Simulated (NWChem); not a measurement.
System: NH$_{3}$TeSe; SMILES N[Te][SeH]

The following NWChem deck was run.

```
start job
memory heap 200 mb stack 900 mb global 1100 mb
geometry units angstroms noautosym nocenter noautoz
  Te     0.261355    -0.810820    -0.007493
  N     -1.697249    -1.340094    -0.019304
  H     -1.982441    -1.850227     0.812008
  H     -1.977796    -1.828528    -0.865100
  Se     0.046159     1.709248    -0.036146
  H     -0.028316     1.888532     1.426078
end
basis spherical
  Te library sto-3g
  N library sto-3g
  H library sto-3g
  Se library sto-3g
end
dft
  xc b3lyp
  iterations 150
end
property
  response 1 0.0773
end
task dft property
```

STO-3G and 3-21G are far too small for this property and stand as cheap habits. Structure relaxed at the PBE0/def2-SVP (def2 core potentials past Kr) level.

Field at 589 nm.

Question: What results follow from this input? (B3LYP/STO-3G, non-relativistic.) Quantities: isotropic polarisability (bohr³); anisotropy (bohr³).

Answer: 
```yaml
isotropic polarisability (bohr³): 33.3
anisotropy (bohr³): 39.6
```
